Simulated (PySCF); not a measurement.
The dipole of `CCCn1nncc1[SiH3]` from its density and from atomic charges.

Coordinates (GFN2-xTB, Å) and charges (e) from the PBE0/pcSseg-1 density (PySCF):

| atom | x | y | z | Mulliken | IAO | Hirshfeld | ESP-fitted |
| --- | --- | --- | --- | --- | --- | --- | --- |
| C1 | -2.758 | 0.709 | -0.708 | -0.2788 | -0.4211 | -0.1125 | -0.4049 |
| C2 | -1.565 | 0.450 | 0.200 | -0.2857 | -0.2525 | -0.0671 | +0.4485 |
| C3 | -0.725 | -0.723 | -0.313 | +0.0501 | -0.1559 | -0.0088 | -0.6731 |
| N4 | 0.420 | -0.948 | 0.520 | -0.4570 | +0.0502 | +0.0471 | +0.6850 |
| N5 | 0.358 | -1.785 | 1.545 | -0.0242 | -0.1168 | -0.0755 | -0.3061 |
| N6 | 1.483 | -1.773 | 2.160 | -0.2441 | -0.1918 | -0.1473 | -0.3322 |
| C7 | 2.304 | -0.914 | 1.540 | +0.0248 | -0.1045 | -0.0424 | +0.1742 |
| C8 | 1.640 | -0.353 | 0.460 | -0.0797 | -0.2742 | -0.0829 | -0.3931 |
| Si9 | 2.212 | 0.867 | -0.833 | +0.5299 | +0.6027 | +0.3190 | +0.2643 |
| H10 | -3.341 | 1.549 | -0.337 | +0.1262 | +0.1510 | +0.0480 | +0.0858 |
| H11 | -2.427 | 0.942 | -1.718 | +0.1102 | +0.1371 | +0.0408 | +0.1026 |
| H12 | -3.404 | -0.165 | -0.751 | +0.1158 | +0.1410 | +0.0436 | +0.1131 |
| H13 | -0.938 | 1.343 | 0.251 | +0.1340 | +0.1359 | +0.0355 | -0.0721 |
| H14 | -1.908 | 0.220 | 1.210 | +0.1394 | +0.1489 | +0.0434 | -0.0364 |
| H15 | -1.321 | -1.639 | -0.296 | +0.1410 | +0.1681 | +0.0561 | +0.1785 |
| H16 | -0.388 | -0.528 | -1.334 | +0.1360 | +0.1456 | +0.0496 | +0.2049 |
| H17 | 3.303 | -0.743 | 1.883 | +0.0906 | +0.1687 | +0.0604 | +0.0992 |
| H18 | 2.030 | 0.259 | -2.156 | -0.0763 | -0.1158 | -0.0726 | -0.0655 |
| H19 | 3.618 | 1.157 | -0.578 | -0.0736 | -0.0987 | -0.0624 | -0.0301 |
| H20 | 1.401 | 2.085 | -0.748 | -0.0786 | -0.1180 | -0.0723 | -0.0425 |

Form Σ q r in debye for every column and set it beside the full dipole.

The full density gives (-0.67, 2.84, -3.31) D, 4.41 D in size; dipole vectors point from the negative to the positive end.

```tsv
scheme	μx	μy	μz	size (D)	share of the full size (%)	angle to the full dipole (°)
Mulliken	-1.11	4.15	-4.90	6.52	148	1
IAO	-0.96	2.90	-3.70	4.80	109	4
Hirshfeld	-1.08	1.68	-2.36	3.09	70	13
ESP-fitted	-0.68	2.82	-3.27	4.37	99	0
```

Which set comes closest?

Length of the difference vector: ESP-fitted 0.04 D, IAO 0.50 D, Hirshfeld 1.55 D, Mulliken 2.11 D. Closest: ESP-fitted. The schemes that divide the density aren't constrained to reproduce the dipole.

What is left for the Hirshfeld atoms' own dipoles?

The shares of the density sum to the whole, so what Σ q r misses lies in dipoles about the nuclei. The atomic dipoles sum to (-0.67, 2.84, -3.31) − (-1.08, 1.68, -2.36) = (0.41, 1.16, -0.95) D, 1.55 D in size.

With the origin at the mean of the coordinates, (0.000, 0.001, 0.000) Å, which are the largest single terms, by size, of the Mulliken dipole along the direction of the full one?

N6 +3.50, N4 +2.34, Si9 +2.16, C1 -1.88, H11 +1.20 D; all 20 atoms together +6.51 D. The single terms depend on the origin, their sum doesn't.

Give the size of the full dipole in other units.

4.41 D = 1.734 au = 0.918 e·Å = 14.70 × 10⁻³⁰ C·m.

Geometry: GFN2-xTB, one conformer, isolated molecule.

These values come from a run that also computed NMR shieldings. The run took 42 s on one thread, Arm Neoverse V2 (aarch64) (shared host), and the process peaked at 1.0 GiB of memory.

The values belong to the conformer `[CH3:1][CH2:2][CH2:3][n:4]1[n:5][n:6][cH:7][c:8]1[SiH3:9]`: C1–C2–C3–N4 178°, C2–C3–N4–N5 91°.
